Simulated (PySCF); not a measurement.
Zero-point energy (kcal/mol) of eight silicon and germanium compounds: PBE-D3(BJ) beside B3LYP-D3(BJ), computed with PySCF for isolated molecules in the bases named; differences from unrounded values. The eight are the first of their class met in an unordered collection, after screening for sound electronic states; none was chosen by its value. Each level has its own optimised geometry.

```json
[
 {"molecule": "H8N4Si, SMILES [Si](N)(N)(N)N", "basis": "def2-SVP", "B3LYP-D3(BJ)": "65.51", "PBE-D3(BJ)": "64.03", "difference": "-1.47"},
 {"molecule": "ClF₃H₂Si₂, SMILES F[Si](F)(F)[SiH2]Cl", "basis": "def2-SVP", "B3LYP-D3(BJ)": "18.02", "PBE-D3(BJ)": "17.42", "difference": "-0.60"},
 {"molecule": "CF3GeNO, SMILES O=C=[N][Ge]([F])([F])[F]", "basis": "def2-SVP", "B3LYP-D3(BJ)": "13.24", "PBE-D3(BJ)": "12.79", "difference": "-0.46"},
 {"molecule": "C2H10OSi3, SMILES O[Si@@H]1C[C@H]([SiH3])[SiH2]1", "basis": "def2-SVP", "B3LYP-D3(BJ)": "68.76", "PBE-D3(BJ)": "…", "difference": "…"},
 {"molecule": "C3H7NSi, SMILES CC1=NC[SiH2]1", "basis": "def2-SVP", "B3LYP-D3(BJ)": "57.32", "PBE-D3(BJ)": "55.61", "difference": "-1.70"},
 {"molecule": "Si(F)3(SeH) (F3HSeSi), SMILES F[Si](F)(F)[SeH]", "basis": "def2-SVP", "B3LYP-D3(BJ)": "11.04", "PBE-D3(BJ)": "…", "difference": "…"},
 {"molecule": "C3H10ClNSi, SMILES CN(C)[Si@@H](C)Cl", "basis": "def2-SVP", "B3LYP-D3(BJ)": "81.44", "PBE-D3(BJ)": "…", "difference": "…"},
 {"molecule": "C2H7NOSi2, SMILES N[Si@]1(O)C=C[SiH2]1", "basis": "def2-SVP", "B3LYP-D3(BJ)": "55.98", "PBE-D3(BJ)": "54.57", "difference": "-1.41"}
]
```

What belongs in the gaps? (An estimate is asked for; the answer gives what the named calculation found.)


- Si(F)3(SeH) (F3HSeSi), SMILES F[Si](F)(F)[SeH], PBE-D3(BJ): 10.72
- Si(F)3(SeH) (F3HSeSi), SMILES F[Si](F)(F)[SeH], difference: -0.32
- C2H10OSi3, SMILES O[Si@@H]1C[C@H]([SiH3])[SiH2]1, PBE-D3(BJ): 66.75
- C2H10OSi3, SMILES O[Si@@H]1C[C@H]([SiH3])[SiH2]1, difference: -2.01
- C3H10ClNSi, SMILES CN(C)[Si@@H](C)Cl, PBE-D3(BJ): 79.25
- C3H10ClNSi, SMILES CN(C)[Si@@H](C)Cl, difference: -2.19

PBE-D3(BJ) lies below B3LYP-D3(BJ) in 8 and above it in 0 of the eight; the mean signed difference is -1.27 and the largest -2.19 kcal/mol.
